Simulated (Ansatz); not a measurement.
Species: HBr, charge 0, singlet. HBr (bromane, SMILES Br).
B3LYP-D3(BJ)/def2-TZVP minimum from Ansatz (an electronic-structure program):
```
Br
H 1 1.4248
```
Charge 0, spin multiplicity 1.

Total energies in hartree (Ansatz). Open shells are spin-unrestricted; no spin-orbit coupling. Cores are frozen in correlated methods (noble-gas shells, and filled d and f shells in the p block). No relativity. Where a partner has so few electrons that a lower coupled-cluster level is exact, that level stands in. Spin-orbit terms, left out, reach several kcal/mol for Br and I, and more for heavier atoms.

| species | HF/cc-pVTZ | CCSD(T)/cc-pVTZ | HF/cc-pVQZ | CCSD(T)/cc-pVQZ | CCSD(T)/cc-pV5Z | CCSDT(Q)/cc-pV5Z |
|---|---|---|---|---|---|---|
| 1: HBr (bromane, SMILES Br) | -2573.04826 | -2573.24727 | -2573.05155 | -2573.26943 | -2573.27605 | -2573.27683 |
| 2: Br (doublet) | -2572.44509 | -2572.60263 | -2572.44802 | -2572.62195 | -2572.62781 | -2572.62855 |
| 3: H (doublet) | -0.49981 | -0.49981 | -0.49995 | -0.49995 | -0.49999 | -0.49999 |

**Question.** Work out the atomisation energy (electronic, to ground-state atoms) in kcal/mol: take Hartree-Fock from cc-pVQZ, extrapolate the CCSD(T) correlation energy as X^-3 (X = 3, 4), and add CCSDT(Q) - CCSD(T) in cc-pV5Z. 1 hartree = 627.51 kcal/mol.

**Answer.** 
Species 1: correlation (64·(-0.21788) - 27·(-0.19901))/37 = -0.23165; step -0.00078; E1 = -2573.05155 + (-0.23165) + (-0.00078) = -2573.28398
Species 2: correlation (64·(-0.17393) - 27·(-0.15754))/37 = -0.18589; step -0.00074; E2 = -2572.44802 + (-0.18589) + (-0.00074) = -2572.63465
Species 3: correlation (64·(0.00000) - 27·(0.00000))/37 = 0.00000; step +0.00000; E3 = -0.49995 + (0.00000) + (+0.00000) = -0.49995
-1·E1 +1·E2 +1·E3 = 0.14938 hartree = 93.7 kcal/mol.
